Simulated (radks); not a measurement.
Problem. Species: a nucleus of charge 40.8 with 41 electrons. Configuration: [Kr] 4d4 5s1. Calculated with a radial shooting solver on a logarithmic mesh with Libxc functionals: Dirac Kohn-Sham, BLYP, spin-unpolarised, spherical densities, finite nucleus; open shells fill j = l - 1/2 first; Fermi nuclear charge, rms radius 4.324 fm. Some entries of the table are withheld. Estimate them.

orbital,occ.,eigenvalue (hartree),r(max) (bohr),<r> (bohr)
1s1/2,2,-683.6153,(1),0.03628
2s1/2,2,-95.35699,0.1340,0.1586
2p1/2,2,-87.47388,0.1045,0.1354
2p3/2,4,-84.02724,0.1082,0.1398
3s1/2,2,-15.77898,0.3982,0.4462
3p1/2,2,-12.81784,0.3857,0.4419
3p3/2,4,-12.26148,0.3949,0.4524
3d3/2,4,-7.03019,0.3352,0.4348
3d5/2,6,-6.92699,0.3380,0.4384
4s1/2,2,-2.03843,1.040,1.170
4p1/2,2,-1.22688,1.117,(2)
4p3/2,4,-1.15201,1.142,(3)
5s1/2,1,-0.10252,3.145,3.887
4d3/2,4,-0.05439,1.528,2.358
4d5/2,0,-0.04932,1.544,2.406

Solution. 
(1) 1s1/2 r(max) (bohr): 0.02362
(2) 4p1/2 <r> (bohr): 1.297
(3) 4p3/2 <r> (bohr): 1.329
